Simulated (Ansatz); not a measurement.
The same carbene extrusion along the group F, Cl, Br, I.

Computed with Ansatz on PBE0-D4/def2-TZVP structures; ΔE is electronic, products minus reactants. CBS: MP2 limit from def2 TZ/QZ plus the TZ coupled-cluster correction, frozen cores. This one scheme is used for every species. DFT in def2-TZVPP. Triplets are unrestricted, without spin–orbit coupling. Elements past krypton have def2 core potentials. For Br, Ge, I outer-core shells are correlated without core-valence functions, which leaves a few kJ/mol of doubt a bond. Scalar relativity is left out up to krypton.

```json
{"reaction": "`[CH3][GeH2][F]` → `[CH2]` (triplet) + `[F][GeH3]`", "CCSD(T)/CBS(def2) (kJ/mol)": "479"}
{"reaction": "`[CH3][GeH2][Cl]` → `[CH2]` (triplet) + `[Cl][GeH3]`", "CCSD(T)/CBS(def2) (kJ/mol)": "477"}
{"reaction": "`[CH3][GeH2][Br]` → `[CH2]` (triplet) + `[GeH3][Br]`", "CCSD(T)/CBS(def2) (kJ/mol)": "477"}
{"reaction": "`[CH3][GeH2][I]` → `[CH2]` (triplet) + `[GeH3][I]`", "CCSD(T)/CBS(def2) (kJ/mol)": "?"}
```

**Question.** Fill in the missing values. (An estimate is asked.)

**Answer.** Ansatz gave: `[CH3][GeH2][I]` → `[CH2]` (triplet) + `[GeH3][I]`: +476.5 kJ/mol.

Largest T1 diagnostic: 0.012, for `[F][GeH3]`.
